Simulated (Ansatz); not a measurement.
Species: H4O2Si, SMILES `O[SiH2]O` (H–O–Si–O torsion -66°, O–Si–O–H torsion -66°) (charge 0, multiplicity 1).

Question: Give a relaxed geometry from PBE0-D4/def2-TZVP (Ansatz, a quantum-chemistry and plane-wave program).

Answer: One answer among several that fit: the end point of this relaxation, one of several conformers (outside a Z-matrix the atoms follow the SMILES, hydrogens last).
Bond lengths (Å): O1–Si2 1.642, O1–H4 0.958, Si2–O3 1.642, Si2–H5 1.481, Si2–H6 1.481, O3–H7 0.958. Angles (°): Si2–O1–H4 117.7, O1–Si2–O3 113.5, O1–Si2–H5 103.9, O1–Si2–H6 111.5, O3–Si2–H5 111.5, O3–Si2–H6 103.9, H5–Si2–H6 112.9, Si2–O3–H7 117.7.
